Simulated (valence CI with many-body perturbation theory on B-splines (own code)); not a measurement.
## Questions on Zr25+

Level of theory: relativistic CI+MBPT: five valence electrons over a frozen Dirac-Fock core [Ne], radial functions for each j: 9 s, 9 p, 8 d, 6 f, 3 g, 1 h, with the one-electron correlation potential Σ1, the two-electron term Σ2, the three-electron term Σ3, Breit, model QED; selected CI, second order for the rest, scaled by the run's own slope (own B-spline code, finite nucleus).

No measured spectrum was set against this ion. As an estimate, levels of excited configurations hold to 0.05 to 0.15 % of their energy, terms of the ground configuration to about 0.5 %. Among the levels kept, up to 1700 cm⁻¹ of a level comes from second order outside the variational space, and about a tenth of that is noise between levels of different J, which matters for small intervals.

Names give the largest LS component (configuration and term), which can be under half, so a name can repeat, a term be missing and a line seem to break the LS rules; names also repeat where a configuration has a term twice.

Rates and lifetimes use the calculated energies. Strong lines usually hold to 10 to 20 %, long lifetimes can be off by a factor of two.

**Question.** What is the ground level?

**Answer.** 3s2.3p3 4S°_3/2, composition 52 % 3s2.3p3 4S° + 30 % 3s2.3p3 2P° + 15 % 3s2.3p3 2D°, g = 1.603.

**Question.** Where does the other parity begin?

**Answer.** At 3s.3p4 4P_5/2, 645060 cm⁻¹.

**Question.** What is the ionisation energy?

**Answer.** 1266.6 eV; NIST lists 1277 ± 5 eV (semi-empirical).

**Question.** What are the static dipole polarisabilities of the lowest levels?

**Answer.** 3s2.3p3 4S°_3/2 0.0494 (tensor 0.0024); 3s2.3p3 2D°_3/2 0.0512 (tensor 0.0025); 3s2.3p3 2D°_5/2 0.0511; 3s2.3p3 2P°_1/2 0.0503 bohr³, of which the core gives 0.000740.

**Question.** Among levels below 1209500 cm⁻¹, which E1 lines absorb most strongly from the ground level?

**Answer.** to 3s2.3p2.3d 4P_5/2 at 9.209 nm, f = 0.288; to 3s.3p4 2P_3/2 at 9.276 nm, f = 0.158; to 3s2.3p2.3d 4P_1/2 at 9.012 nm, f = 0.121.

**Question.** Name the longest-lived excited levels whose lifetime is computed, and their main decay.

**Answer.** 3s2.3p3 2D°_5/2 at 162560 cm⁻¹ lives 131 μs, mostly by M1 to 3s2.3p3 4S°_3/2; 3s2.3p3 2D°_3/2 at 123210 cm⁻¹ lives 25.7 μs, mostly by M1 to 3s2.3p3 4S°_3/2; 3s2.3p3 2P°_1/2 at 216160 cm⁻¹ lives 17.3 μs, mostly by M1 to 3s2.3p3 4S°_3/2. The lifetime of 3s2.3p2.3d 4F_9/2 is too uncertain to give, and may be longer.

**Question.** How well does LS coupling describe the low levels?

**Answer.** Among the lowest 20 levels the leading LS term, summed over configurations, holds 65 % on average. For single configurations the figures are 58 % in LS and 67 % in jj coupling. Terms mix most in the J = 3/2 level at 800940 cm⁻¹, where the leading one holds 36 %.
